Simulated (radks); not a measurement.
Task: These are the eigenvalues of the occupied orbitals of an atom or ion with whole-number occupations (hartree). Calculated with a radial shooting solver on a logarithmic mesh with Libxc functionals: scalar-relativistic Kohn-Sham, r2SCAN, spin-polarised, spherical densities, finite nucleus; meta-GGA in the generalised Kohn-Sham scheme; Fermi nuclear charge, rms radius of each element as measured or else 0.836 A^(1/3) + 0.57 fm.

1s down: -3005.592
1s up: -3005.591
2s up: -559.9516
2s down: -559.9480
2p up: -488.7488
2p down: -488.7447
3s up: -159.1057
3s down: -158.8217
3p up: -138.3436
3p down: -138.0554
3d up: -116.1619
3d down: -115.9420
4s up: -59.59127
4s down: -59.17631
4p up: -52.39356
4p down: -51.99885
4d up: -43.86926
4d down: -43.46859
4f up: -34.75065

Which element is it, and in what charge state? The configuration may be excited. Open shells, if any, are filled with parallel spins first.

Result: Z = 79, gold, charge +28: Au28+ in [Kr] 4d10 4f5. The list shows which subshells hold electrons but not how many an open one holds; the 1s level, -3005.6 hartree, gives Z - s = 77.5 by -(Z - s)^2/2, which with screening and relativity narrows Z to a few neighbours, and the depths of the outer levels then fix element, charge and occupations together.
